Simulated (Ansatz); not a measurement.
Reaction (atomization): `[CH3][AlH][O]BN` → Al• + B• + C• + 7 H• + N• + O•

Computed with Ansatz on PBE0-D4/def2-TZVP structures; ΔE is electronic, products minus reactants. CCSD(T)/CBS adds triple-zeta CCSD(T) − MP2 to the extrapolated MP2 energy (def2 sets, frozen cores). This one scheme is used for every species, atoms too. DFT in def2-TZVPP. B3LYP here is the variant with VWN-RPA as its local correlation; programs differ in this. No spin–orbit coupling; open shells (•) take unrestricted orbitals. Spin–orbit coupling would lower the free atoms: a little for Al, B, C, O. Each species was taken in one conformer, which may not be the lowest.

`[CH3][AlH][O]BN`:

Z-matrix (Å, degrees):
```
C
Al 1 1.943
H 1 1.095 2 110.9
H 1 1.092 2 112.5 3 -121.1
H 1 1.095 2 110.9 3 117.8
O 2 1.679 1 119.9 3 123.7
H 2 1.584 1 123.3 3 -57.8
B 6 1.353 2 170.5 1 -89.8
N 8 1.403 6 121.3 2 -179.7
H 8 1.205 6 120.5 2 0.4
H 9 1.006 8 123.1 6 0.5
H 9 1.003 8 122.4 6 179.8
```

| level | ΔE (kJ/mol) | difference from CCSD(T)/CBS |
| --- | --- | --- |
| PBE-D4 | 4607.1 | 57.1 |
| r2SCAN-D4 | 4565.3 | 15.3 |
| PBE0-D4 | 4537.5 | -12.5 |
| ωB97X-V | 4562.7 | 12.7 |
| B2PLYP | 4521.3 | -28.7 |
| PBE | 4588.6 | 38.6 |
| r2SCAN | 4560.5 | 10.5 |
| B3LYP | 4536.6 | -13.4 |
| HF/def2-TZVPP | 3397.9 | -1152.1 |
| MP2/def2-TZVPP | 4505.9 | -44.1 |
| SCS-MP2/def2-TZVPP | 4497.5 | -52.5 |
| CCSD/def2-TZVPP | 4377.9 | -172.1 |
| CCSD(T)/def2-TZVPP | 4433.5 | -116.5 |
| MP2/def2-QZVPP | 4575.7 | 25.7 |
| HF/CBS(def2) | 3407.6 | -1142.4 |
| MP2/CBS(def2) | 4622.5 | 72.5 |
| CCSD(T)/CBS | 4550.0 | 0 |

Largest T1 diagnostic among the species: 0.018.

From PBE to PBE0 (25 % exact exchange), in def2-TZVPP and without D4, ΔE moves by −66.8 kJ/mol: exact exchange takes away binding that semilocal exchange gives to molecules. The D4 term adds +29.6 kJ/mol with B3LYP and +15.7 kJ/mol with PBE0; it sums over pairs of atoms, weighted by their polarisabilities, and B3LYP, whose exchange is more repulsive, gets the larger term. In def2-TZVPP, CCSD(T) changes the Hartree–Fock value by +1035.6 kJ/mol (the triples alone add +55.5 kJ/mol) and MP2 by +1108.0 kJ/mol; breaking electron pairs costs correlation energy, which Hartree–Fock lacks.

For atomizations the MP2-based limit and the directly extrapolated one differ by several kJ/mol either way, and by 10 to 25 for some Ge, Se and Sn compounds, so smaller differences from it don't rank the levels.
